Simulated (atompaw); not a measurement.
Which change was made? (Pd, PAW (atompaw))

Pd, PAW, made with atompaw 4.2.0.5 (PBE, scalar-relativistic). Core [Ar] 3d10, reference 4s2 4p6 4d7 5s0 5p0 (charge +3). Waves: 4s (bound): rc 1.45 bohr; 5s (bound, empty): rc 2.00 bohr; 4p (bound): rc 1.55 bohr; 5p (bound, empty): rc 2.00 bohr; 4d (bound): rc 2.00 bohr; 4d channel at -2.15 Ry: rc 2.00 bohr. Local part: bessel scheme, radius 1.65 bohr. Core correction: smooth core density matched at 1.10 bohr. Augmentation charge: sinc compensation charge, radius 1.90 bohr; PAW radius 2.00 bohr; waves and projectors: custom polynom2 7 10 vanderbiltortho.

Cutoffs, loose and tight: the cutoffs (Ry, on a coarse ladder) from which the occupation-weighted sum of valence levels, in a spherical-Bessel basis at the reference potential, stays within 10 and 1 mRy of its value at 400 Ry. They see the waves, projectors and local potential, not the compensation charge or the core.

The base gives: outcome: generated; cutoff, loose: 35 Ry; cutoff, tight: 200 Ry; bound ghosts: none.

**Question.** After one change the result is: outcome: generated; cutoff, loose: 25 Ry; cutoff, tight: 140 Ry; bound ghosts: none. Which change was it?
A. all radii scaled by about 1.06 (s 1.54, p 1.64, d 2.12 bohr); local potential bessel scheme, radius 1.76 bohr; augmentation sinc compensation charge, radius 2.02 bohr; PAW radius 2.12 bohr; waves and projectors: custom polynom2 7 10 vanderbiltortho; core correction smooth core density matched at 1.16 bohr
B. all radii scaled by about 0.89 (s 1.30, p 1.38, d 1.78 bohr); local potential bessel scheme, radius 1.48 bohr; augmentation sinc compensation charge, radius 1.70 bohr; PAW radius 1.78 bohr; waves and projectors: custom polynom2 7 10 vanderbiltortho; core correction smooth core density matched at 0.98 bohr
C. all radii scaled by about 0.75 (s 1.10, p 1.16, d 1.50 bohr); local potential bessel scheme, radius 1.24 bohr; augmentation sinc compensation charge, radius 1.44 bohr; PAW radius 1.50 bohr; waves and projectors: custom polynom2 7 10 vanderbiltortho; core correction smooth core density matched at 0.82 bohr

**Answer.** A. The others give: all radii scaled by about 0.75 (s 1.10, p 1.16, d 1.50 bohr); local potential bessel scheme, radius 1.24 bohr; augmentation sinc compensation charge, radius 1.44 bohr; PAW radius 1.50 bohr; waves and projectors: custom polynom2 7 10 vanderbiltortho; core correction smooth core density matched at 0.82 bohr → outcome: generated; cutoff, loose: 260 Ry; cutoff, tight: over 300 Ry; bound ghosts: none | all radii scaled by about 0.89 (s 1.30, p 1.38, d 1.78 bohr); local potential bessel scheme, radius 1.48 bohr; augmentation sinc compensation charge, radius 1.70 bohr; PAW radius 1.78 bohr; waves and projectors: custom polynom2 7 10 vanderbiltortho; core correction smooth core density matched at 0.98 bohr → outcome: generated; cutoff, loose: 160 Ry; cutoff, tight: over 300 Ry; bound ghosts: none.
